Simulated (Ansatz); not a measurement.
Calculated with Ansatz (gas phase, PBE0-D4/def2-TZVP geometries, no zero-point term in ΔE). CBS: MP2 limit from def2 TZ/QZ plus the TZ coupled-cluster correction, frozen cores. Functionals use def2-TZVPP. HSE06 is defined as in plane-wave codes. Elements past krypton have def2 core potentials. For In outer-core shells are correlated without core-valence functions, which leaves a few kJ/mol of doubt a bond. One conformer a species, not always the lowest.

Reaction (ligand exchange at the In–N bond): `C[NH][InH2]` + `C[S][AlH][OH]` → `C[S][AlH][O][InH2]` + CH₃NH₂

`C[NH][InH2]`:

Z-matrix (Å, degrees):
```
C
N 1 1.443
H 1 1.098 2 112.6
H 1 1.093 2 110.1 3 119.2
H 1 1.098 2 112.6 3 -121.6
In 2 2.011 1 128.0 3 -119.2
H 2 1.008 1 112.6 3 60.8
H 6 1.711 2 115.1 1 180.0
H 6 1.713 2 113.8 1 -0.0
```

`C[S][AlH][OH]`:

```xyz
9

C    -1.182    0.347    1.279
S    -0.030    1.209    0.160
Al    0.815   -0.484   -0.907
O     1.981   -0.258   -2.110
H    -1.163   -0.733    1.127
H    -0.901    0.565    2.309
H    -2.190    0.714    1.094
H     0.344   -1.947   -0.565
H     2.326    0.588   -2.385
```

`C[S][AlH][O][InH2]`:

```xyz
11

C     0.076    2.139   -0.686
S     1.753    1.723   -0.105
Al    1.520   -0.355    0.503
O     0.034   -1.107    0.353
In   -1.466   -2.391    0.416
H    -0.587    1.278   -0.618
H     0.136    2.467   -1.723
H    -0.319    2.950   -0.075
H     2.793   -1.097    1.072
H    -2.230   -2.429    1.943
H    -1.708   -3.178   -1.080
```

CH₃NH₂:

```xyz
7

C    -0.523   -0.153   -0.160
N     0.802   -0.036    0.425
H    -0.810    0.660   -0.842
H    -1.269   -0.198    0.637
H    -0.593   -1.092   -0.714
H     0.884    0.823    0.953
H     1.509   -0.004   -0.297
```

**Question.** Is it downhill or uphill in electronic energy at CCSD(T)/CBS, and by how much? (An estimate is asked.)

**Answer.** Computed: Downhill: ΔE = -34.9 kJ/mol.

**Question.** What do these levels give: PBE-D4, revPBE-D4, r2SCAN-D4, CAM-B3LYP-D4, revPBE, r2SCAN, HSE06, HF/def2-SVP, CCSD/def2-SVP, MP2/def2-TZVPP, HF/def2-QZVPP, MP2/def2-QZVPP? (An estimate is asked.)

**Answer.** Ansatz gave: PBE-D4 -27.9, revPBE-D4 -28.9, r2SCAN-D4 -34.2, CAM-B3LYP-D4 -36.8, revPBE -30.2, r2SCAN -33.9, HSE06 -30.7, HF/def2-SVP -57.3, CCSD/def2-SVP -45.5, MP2/def2-TZVPP -32.8, HF/def2-QZVPP -50.1, MP2/def2-QZVPP -33.4 kJ/mol.

Largest T1 diagnostic among the species: 0.016.

From BLYP to BHLYP (50 % exact exchange), in def2-TZVPP and without D4, ΔE moves by −6.4 kJ/mol. Leaving LDA and LC-ωPBE aside and taking each functional with its dispersion term where it has one, the values, not all of them listed here, spread over 13.2 kJ/mol, from BHLYP-D4 to PBE-D4. LDA lies +10.0 kJ/mol from PBE without D4. In def2-TZVPP, CCSD(T) changes the Hartree–Fock value by +14.9 kJ/mol (the triples alone add +1.6 kJ/mol) and MP2 by +16.4 kJ/mol.
